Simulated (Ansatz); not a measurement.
A made-up structure of C$_{2}$H$_{4}$I (charge +1), singlet:

C1  (-0.464, 0.345, 0.038)
C2  (0.485, -0.389, -0.164)
I3  (1.402, -0.722, 1.323)
H4  (-1.280, -0.322, -0.381)
H5  (-0.205, 1.158, -0.710)
H6  (-0.681, 0.743, 1.117)
H7  (0.743, -0.812, -1.224)
(Å)

It is relaxed with PBE-D4/def2-SVP and then PBE0-D4/def2-TZVP (Ansatz 0.2.0). Atoms count as bonded within 1.22 times the sum of their covalent radii (H–H: 0.88 Å). The end point is not checked to be a true minimum.

Does its bonding change? (Judge from chemistry; the calculation decides.)

Computed: Yes. Formed: none; broken: C1–I3.

Where it ends: The first stage lowers the energy by 3.40 eV in 7 steps. It ends as C₂H₄I ([CH3][CH][I]), total charge +1:
```xyz
7
angstrom
C -0.5650 0.4071 -0.0127
C 0.5867 -0.4488 -0.1033
I 1.7607 -0.9683 1.3880
H -1.4244 -0.1437 -0.4364
H -0.4298 1.2269 -0.7415
H -0.7916 0.7921 0.9776
H 0.8633 -0.8652 -1.0717
```

Labels in which every atom is bracketed show which atoms are joined, not bond orders.

For scale, one of the runs: PBE0-D4/def2-TZVP relaxation, 136 basis functions, launched by `ansatz run in.yaml --threads 2 --pin off --events-out ev --progress --plain --max-ram 4352MiB`. Hardware: 2 CPU threads of an Arm Neoverse V2, shared host. Wall time about 17 s.
